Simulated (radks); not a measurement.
Task: Pd VII, 40 electrons, occupied as [Kr] 4d(3/2: 3, 5/2: 0) 5s1 (not the ground configuration). All-electron calculation, Dirac Kohn-Sham, BLYP, spin-unpolarised, spherical densities, finite nucleus; Fermi nuclear charge, rms radius 4.5318 fm. Program: a radial shooting solver on a logarithmic mesh with Libxc functionals. Some entries of the table are withheld. Estimate them.

orbital,occ.,eigenvalue (Ry),r(max) (bohr),<r^2> (bohr^2)
1s1/2,2,-1783.362,0.02065,(1)
2s1/2,2,-267.2165,0.1169,0.02250
2p1/2,2,-248.4689,0.09050,0.01685
2p3/2,4,-236.7488,0.09467,0.01818
3s1/2,2,-54.61904,0.3418,0.1643
3p1/2,2,-47.22538,0.3282,0.1600
3p3/2,4,-45.17676,0.3380,0.1692
3d3/2,4,-32.09353,0.2801,0.1502
3d5/2,6,-31.68401,0.2829,0.1530
4s1/2,2,-13.68893,0.8390,0.9381
4p1/2,2,-11.29947,0.8728,1.053
4p3/2,4,-10.92531,0.8950,1.106
4d3/2,3,(2),0.9902,1.497
4d5/2,0,(3),0.9977,1.519
5s1/2,1,(4),1.884,(5)

Result: 
(1) 1s1/2 <r^2> (bohr^2): 0.001371
(2) 4d3/2 eigenvalue (Ry): -7.12740
(3) 4d5/2 eigenvalue (Ry): -7.07106
(4) 5s1/2 eigenvalue (Ry): -5.10401
(5) 5s1/2 <r^2> (bohr^2): 4.401
